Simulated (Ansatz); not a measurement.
`F[Si](Cl)(Cl)O[SiH3]` → `O[Si](F)(Cl)Cl` + `[SiH2]`  (silylene loss)

Gas-phase electronic energies from Ansatz, PBE0-D4/def2-TZVP geometries. CCSD(T)/CBS adds triple-zeta CCSD(T) − MP2 to the extrapolated MP2 energy (def2 sets, frozen cores). This one scheme is used for every species. DFT in def2-TZVPP. B3LYP here is the variant with VWN-RPA as its local correlation; programs differ in this. HSE06 is defined as in plane-wave codes. One conformer a species, not always the lowest.

`F[Si](Cl)(Cl)O[SiH3]`:

```xyz
9

F    -1.407    0.662    2.288
Si   -0.209    0.009    1.503
Cl    1.505    0.865    2.150
Cl   -0.189   -1.969    1.917
O    -0.424    0.266   -0.055
Si    0.078    0.079   -1.615
H     1.399    0.730   -1.782
H     0.180   -1.367   -1.924
H    -0.932    0.725   -2.483
```

`O[Si](F)(Cl)Cl`:

```xyz
6

O     0.611    1.077   -0.474
Si   -0.116   -0.296   -0.044
F     0.940   -1.436    0.237
Cl   -1.194   -0.071    1.657
Cl   -1.282   -0.878   -1.577
H     1.043    1.604    0.201
```

`[SiH2]`:

Cartesian coordinates in Å:
```
Si -0.428 0.424 -0.379
H 1.063 0.426 -0.056
H -0.634 -0.850 0.435
```

| level | ΔE (kJ/mol) | difference from CCSD(T)/CBS |
| --- | --- | --- |
| LDA (SPW92) | 353.2 | 10.9 |
| PBE-D4 | 329.9 | -12.4 |
| BLYP-D4 | 326.6 | -15.7 |
| r2SCAN-D4 | 357.8 | 15.5 |
| B97M-V | 335.4 | -6.9 |
| PBE0-D4 | 344.0 | 1.7 |
| r2SCAN0-D4 | 362.0 | 19.7 |
| HSE06-D4 | 343.6 | 1.3 |
| BHLYP-D4 | 358.5 | 16.2 |
| CAM-B3LYP-D4 | 350.6 | 8.3 |
| ωB97X-V | 350.4 | 8.1 |
| ωB97M-V | 335.2 | -7.1 |
| B2PLYP | 339.2 | -3.1 |
| PBE-QIDH | 354.9 | 12.6 |
| PBE | 320.9 | -21.4 |
| revPBE | 305.6 | -36.7 |
| BLYP | 308.6 | -33.7 |
| r2SCAN | 355.2 | 12.9 |
| PBE0 | 335.8 | -6.5 |
| B3LYP | 325.9 | -16.4 |
| r2SCANh | 356.6 | 14.3 |
| r2SCAN0 | 358.8 | 16.5 |
| HSE06 | 335.7 | -6.6 |
| BHLYP | 345.3 | 3.0 |
| CAM-B3LYP | 341.8 | -0.5 |
| LC-ωPBE | 352.0 | 9.7 |
| RPA@PBE/def2-TZVPP | 318.8 | -23.5 |
| HF/def2-SVP | 330.2 | -12.1 |
| MP2/def2-SVP | 341.8 | -0.5 |
| CCSD/def2-SVP | 318.7 | -23.6 |
| CCSD(T)/def2-SVP | 320.0 | -22.3 |
| HF/def2-TZVPP | 342.9 | 0.6 |
| MP2/def2-TZVPP | 356.5 | 14.2 |
| SCS-MP2/def2-TZVPP | 349.0 | 6.7 |
| CCSD/def2-TZVPP | 333.8 | -8.5 |
| CCSD(T)/def2-TZVPP | 335.2 | -7.1 |
| HF/def2-QZVPP | 346.0 | 3.7 |
| SCS-MP2/def2-QZVPP | 354.2 | 11.9 |
| HF/CBS(def2) | 346.5 | 4.2 |
| CCSD/CBS(def2) | 340.8 | -1.5 |
| CCSD(T)/CBS | 342.3 | 0 |

Largest T1 diagnostic among the species: 0.014.

From BLYP to BHLYP (50 % exact exchange), in def2-TZVPP and without D4, ΔE moves by +36.8 kJ/mol. Leaving LDA and LC-ωPBE aside and taking each functional with its dispersion term where it has one, the values, not all of them listed here, spread over 37.4 kJ/mol, from revPBE-D4 to r2SCAN0-D4. LDA lies +32.3 kJ/mol from PBE without D4.

CCSD(T)/CBS has its own doubt, a few kJ/mol and more with outer-core shells, so smaller differences from it don't rank the levels.
